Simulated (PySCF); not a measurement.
NMR data simulated for an unnamed compound:

1H NMR (500 MHz, computed): δ 4.74 (s, 2H), 2.16 (m, 2H), 1.98 (m, 1H), 1.88 (m, 1H), 1.69 (m, 2H), 1.17 (s, 3H), -0.06 (br s, 2H).

13C{1H} NMR (computed): δ 31.4 (CH2), 28.6 (CH3), 23.4 (C), 16.3 (CH2).

[PySCF 2.14: GFN2-xTB geometry; shielding tensors at PBE0/pcSseg-1 (GIAO); gas phase; one conformer; relativity neglected; one averaged value for each set of equivalent atoms]

Shifts are taken against calculated references (same method and geometry level): 1H and 13C against TMS.

Task: Which of these does the molecule contain: a Si–H bond, an NH or NH2 group, a CF3 group, an N-methyl group, a benzene ring?

Result: 
- A Si–H bond: yes (δH 4.74 (s)).
- An NH or NH2 group: yes (δH -0.06 (br s)).
- A CF3 group: no.
- An N-methyl group: no.
- A benzene ring: no.

The data belong to `C1C(C)([SiH2]N)CC1`, C5H13NSi; they needn't prove each group on their own.

Carbon signals by region: 4 below 50 ppm.

The OH or NH signal is concentration- and solvent-dependent in practice; the value given is the gas-phase one. Shifts are as computed. Against solution values, carbons near 30 ppm lie about +3 ppm off and those near 130 ppm about +5 ppm. Of 1211 compounds with measured shifts, 218 miss one by over three times the rms of a fit or turn the order of signals round; such compounds aren't used in these exercises. Multiplicities follow the n + 1 count of equivalent neighbours, as no J values were calculated; m marks all less simple cases, F and P coupling included.
